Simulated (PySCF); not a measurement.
# Two-component Hartree-Fock for Mo³⁰⁺ (molybdenum, charge +30)

Start: [Ne] 3s2. Calculated with PySCF 2.14 in an uncontracted even-tempered set (18 s from 1.7 bohr⁻², ratio 2.6; 13 p from 2.1 bohr⁻², ratio 2.6; 6 d from 2.2 bohr⁻², ratio 2.8; 4 f from 32 bohr⁻², ratio 2.8): generalised Hartree-Fock with the X2C-1e Hamiltonian and a Gaussian nucleus; spin-orbit coupling (SO) screened by Boettger's factors.

```
spinor shell  electrons  ε, screened SO (eV)  weight of nominal j (screened SO)  rms radius, screened SO (bohr)
       1s1/2          2             -21712.6                              1.000                          0.0404
       2s1/2          2              -4430.0                              1.000                           0.163
       2p1/2          2              -4202.2                              1.000                           0.142
       3s1/2          2              -1724.2                              1.000                           0.395
```

Task: Where does 2p3/2 lie, and what is the 2p spin-orbit splitting (screened SO)?

Result: At -4090.6 eV, 111.62 eV above 2p1/2.

```csv
quantity,screened SO
E (hartree),-3369.87452
M_J,0
⟨J²⟩,0.000
⟨L²⟩,0.003
⟨S²⟩,0.003
```

Breit and QED terms are absent; they matter most for the inner s and p1/2 levels.

Densities and radii are taken from the X2C orbitals without a picture-change correction, which distorts them close to the nucleus.
